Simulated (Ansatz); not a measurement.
`CNB(F)S` + `[CH3][GeH3]` → `FB(S)[CH2][GeH3]` + CH₃NH₂  (formal exchange of groups at a B–N bond)

Calculated with Ansatz (gas phase, PBE0-D4/def2-TZVP geometries, no zero-point term in ΔE). CBS: MP2 limit from def2 TZ/QZ plus the TZ coupled-cluster correction, frozen cores. Functionals use def2-TZVPP. B3LYP here is the variant with VWN-RPA as its local correlation; programs differ in this. For Ge outer-core shells are correlated without core-valence functions, which leaves a few kJ/mol of doubt a bond. Scalar relativity is left out up to krypton. Each species was taken in one conformer, which may not be the lowest.

| level | ΔE (kJ/mol) |
| --- | --- |
| PBE-D4 | 95.0 |
| r2SCAN-D4 | 99.5 |
| B3LYP | 103.9 |
| CCSD(T)/def2-TZVPP | 96.9 |

(1) What does CCSD(T)/CBS give? (Estimate.)

Largest T1 diagnostic among the species: 0.012.

Results:

(1) Computed: +96.1 kJ/mol. The listed levels differ from it by -1.1, 3.4, 7.8, 0.8 kJ/mol.

The D4 term adds −3.3 kJ/mol with B3LYP and −1.9 kJ/mol with PBE0; it sums over pairs of atoms, weighted by their polarisabilities, and B3LYP, whose exchange is more repulsive, gets the larger term. In def2-TZVPP, CCSD(T) changes the Hartree–Fock value by −10.3 kJ/mol (the triples alone add −1.6 kJ/mol) and MP2 by −10.2 kJ/mol.
